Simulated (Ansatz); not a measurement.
**Energy profile**

The step: GeH₃Br ([GeH3][Br]) + H → GeH₃ + HBr; bonds formed: Br1–H3; bonds broken: Br1–Ge2 (atoms numbered as in the saddle structure below).

Br1  (-1.064, -1.130, -0.133)
Ge2  (0.606, 0.650, 0.079)
H3  (-2.268, -2.436, -0.296)
H4  (0.991, 1.068, -1.345)
H5  (-0.059, 1.794, 0.853)
H6  (1.794, 0.054, 0.843)
(Å)

Electronic energies by CCSD(T) at an estimated basis limit (MP2 extrapolated from triple and quadruple zeta, plus CCSD(T) − MP2 in triple zeta), on PBE0-D4/def2-TZVP structures; GeH4Br, doublet; no counterpoise correction; spin–orbit coupling, which lowers free halogen atoms and radicals such as OH and SH, is left out. Program: Ansatz 0.2.0. Basis: def2-TZVPP and def2-QZVPP. Cores are frozen in the correlated methods; orbitals are unrestricted. Filled d shells of the heavier atoms are correlated. The def2 sets are not built for correlating such inner shells, so the correlated values are less sure here. Extrapolation: Hartree–Fock as exp(−7.88 √X), correlation as X^−2.97.

Q: Give the profile in eV, counted from the separated reactants. (To be estimated.)

A: By the calculation:
| point | eV |
| --- | --- |
| separated: GeH3Br (linked as [GeH3][Br]; Br1, Ge2, H4, H5, H6; singlet) + H (H3; doublet) | 0.000 |
| start structure | -0.007 |
| saddle | 0.356 |
| end structure | -0.231 |
| separated: HBr (Br1, H3; singlet) + GeH3 (Ge2, H4, H5, H6; doublet) | -0.200 |

No T1 diagnostic of these runs exceeds 0.014. ⟨S²⟩ of the unrestricted Hartree–Fock references: 0.75 to 0.80 (a pure state has 0.75).

Radical steps of this kind take place in plasma deposition and etching.

For scale, one of the runs: CCSD(T)/def2-TZVPP, 152 basis functions, launched by `ansatz run in.yaml --threads 4 --pin off --events-out ev --progress --plain --max-ram 9574MiB`. Time: 100 s of wall clock on 4 CPU threads of an Arm Neoverse V1; the host was shared. Peak host memory: 2.6 GiB.
